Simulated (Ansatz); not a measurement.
Reaction (atomization): `B/C(C)=C/F` → B• + 3 C• + F• + 6 H•

Program: Ansatz. Geometries: PBE0-D4/def2-TZVP. ΔE: electronic, gas phase. CCSD(T)/CBS is the MP2 limit (def2-TZVPP, def2-QZVPP) plus CCSD(T) − MP2 in def2-TZVPP, frozen cores. This one scheme is used for every species, atoms too. DFT in def2-TZVPP. B3LYP here is the variant with VWN-RPA as its local correlation; programs differ in this. HSE06 is defined as in plane-wave codes. Open shells (•) are unrestricted, without spin–orbit coupling. Spin–orbit coupling would lower the free atoms: a little for B, C, F.

```json
{"level": "revPBE-D4", "ΔE (eV)": "45.61", "difference from CCSD(T)/CBS": "0.26"}
{"level": "r2SCAN-D4", "ΔE (eV)": "45.83", "difference from CCSD(T)/CBS": "0.48"}
{"level": "B97M-V", "ΔE (eV)": "45.73", "difference from CCSD(T)/CBS": "0.38"}
{"level": "B3LYP-D4", "ΔE (eV)": "45.68", "difference from CCSD(T)/CBS": "0.33"}
{"level": "r2SCANh-D4", "ΔE (eV)": "45.55", "difference from CCSD(T)/CBS": "0.20"}
{"level": "r2SCAN0-D4", "ΔE (eV)": "45.16", "difference from CCSD(T)/CBS": "-0.19"}
{"level": "HSE06-D4", "ΔE (eV)": "45.97", "difference from CCSD(T)/CBS": "0.62"}
{"level": "BHLYP-D4", "ΔE (eV)": "44.40", "difference from CCSD(T)/CBS": "-0.95"}
{"level": "PBE-QIDH", "ΔE (eV)": "45.48", "difference from CCSD(T)/CBS": "0.13"}
{"level": "PBE", "ΔE (eV)": "46.57", "difference from CCSD(T)/CBS": "1.22"}
{"level": "revPBE", "ΔE (eV)": "44.97", "difference from CCSD(T)/CBS": "-0.38"}
{"level": "BLYP", "ΔE (eV)": "45.21", "difference from CCSD(T)/CBS": "-0.14"}
{"level": "BHLYP", "ΔE (eV)": "44.19", "difference from CCSD(T)/CBS": "-1.16"}
{"level": "LC-ωPBE", "ΔE (eV)": "45.57", "difference from CCSD(T)/CBS": "0.22"}
{"level": "CCSD/def2-SVP", "ΔE (eV)": "43.22", "difference from CCSD(T)/CBS": "-2.13"}
{"level": "HF/def2-QZVPP", "ΔE (eV)": "34.36", "difference from CCSD(T)/CBS": "-10.99"}
{"level": "CCSD(T)/CBS", "ΔE (eV)": "45.35", "difference from CCSD(T)/CBS": "0"}
```

(1) What do rigid-rotor, harmonic-oscillator terms from PBE0-D4/def2-TZVP frequencies (298.15 K, 1 bar) make of the CCSD(T)/CBS value? (Best estimate.)

Largest T1 diagnostic among the species: 0.014.

## Answers

(1) The calculation gave: ΔZPE = -2.29 eV, ΔH = +43.58 eV, ΔS = 1155 J/(mol·K), ΔG = +40.01 eV. Open shells count their whole term as degenerate.

At CCSD(T), def2-SVP lies −1.67 eV from the extrapolated value and def2-TZVPP −0.97 eV: correlation converges slowly with the basis, and small sets miss more of it in the bonded molecule than in its fragments. In def2-TZVPP, CCSD(T) changes the Hartree–Fock value by +10.06 eV (the triples alone add +0.65 eV) and MP2 by +10.92 eV; breaking electron pairs costs correlation energy, which Hartree–Fock lacks.

For atomizations the MP2-based limit and the directly extrapolated one differ by several kJ/mol either way, and by 10 to 25 for some Ge, Se and Sn compounds, so smaller differences from it don't rank the levels.
